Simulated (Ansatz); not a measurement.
Consider the cleavage of the Si–Si bond: `C[Si](O)(O)[SiH3]` + silanol → disiloxane + `C[SiH](O)O`.

Isolated molecules relaxed with PBE0-D4/def2-TZVP in Ansatz; ΔE leaves out vibrations. CBS: MP2 limit from def2 TZ/QZ plus the TZ coupled-cluster correction, frozen cores. DFT in def2-TZVPP. Each species was taken in one conformer, which may not be the lowest.

```
         level  ΔE (kcal/mol)
        PBE-D4          -21.9
 HF/def2-QZVPP          -36.8
MP2/def2-QZVPP          -30.9
  HF/CBS(def2)          -36.9
```

**Question.** What does CCSD(T)/CBS give? (Estimate.)

**Answer.** The calculation gave: -28.8 kcal/mol. The listed levels differ from it by 6.9, -8.0, -2.1, -8.1 kcal/mol.

Largest T1 diagnostic among the species: 0.012.

The D4 term adds +0.9 kcal/mol with B3LYP and +0.6 kcal/mol with PBE0; it sums over pairs of atoms, weighted by their polarisabilities, and B3LYP, whose exchange is more repulsive, gets the larger term. In def2-TZVPP, CCSD(T) changes the Hartree–Fock value by +7.3 kcal/mol (the triples alone add +1.1 kcal/mol) and MP2 by +5.4 kcal/mol. From PBE to PBE0 (25 % exact exchange), in def2-TZVPP and without D4, ΔE moves by −2.4 kcal/mol.

B3LYP here is the variant with VWN-RPA as its local correlation; programs differ in this.
